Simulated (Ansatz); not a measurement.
C2H3BF2 can be A, `C=CB(F)F`, or B, `FB1CC1F`.

Computed with Ansatz on PBE0-D4/def2-TZVP structures; ΔE is electronic, products minus reactants. CBS: MP2 limit from def2 TZ/QZ plus the TZ coupled-cluster correction, frozen cores. DFT in def2-TZVPP. B3LYP here is the variant with VWN-RPA as its local correlation; programs differ in this. One conformer a species, not always the lowest.

A:

```xyz
8

C    -1.131   -0.517    0.231
C    -0.134    0.350    0.409
B     1.148    0.295   -0.448
F     2.138    1.154   -0.272
F     1.315   -0.614   -1.396
H    -2.038   -0.489    0.826
H    -1.072   -1.292   -0.527
H    -0.227    1.113    1.176
```

B:

Z-matrix (Å, degrees):
```
C
B 1 1.518
C 1 1.559 2 59.3
H 1 1.084 2 131.5 3 100.6
H 1 1.093 2 110.5 3 -108.0
F 2 1.305 1 146.2 3 164.0
F 3 1.370 1 119.3 2 -115.3
H 3 1.088 1 111.9 2 112.6
```

(1) Which isomer does CCSD(T)/CBS put lower? Give the gap. (Best estimate.)

(2) Give E(B) − E(A) in kcal/mol with B3LYP, ωB97M-V, r2SCAN-D4, PBE-D4, PBE0-D4, LDA (SPW92), HF/def2-TZVPP. (Best estimate.)

(3) Does the order hold for the free energy at 298.15 K (harmonic terms from PBE0-D4)? (Estimate.)

Largest T1 diagnostic: 0.013.

Answers

(1) The calculation gave: A, by 81.7 kcal/mol.

(2) Computed: B3LYP 79.8, ωB97M-V 77.9, r2SCAN-D4 77.5, PBE-D4 73.2, PBE0-D4 74.8, LDA (SPW92) 70.1, HF/def2-TZVPP 87.5. None reverses the order clearly.

(3) Computed: Yes: G(B) − G(A) = +80.9 kcal/mol, for one conformer each.

In def2-TZVPP, CCSD(T) changes the Hartree–Fock value by −5.1 kcal/mol (the triples alone add −0.1 kcal/mol) and MP2 by −5.4 kcal/mol. From PBE to PBE0 (25 % exact exchange), in def2-TZVPP and without D4, E(B) − E(A) moves by +1.6 kcal/mol.
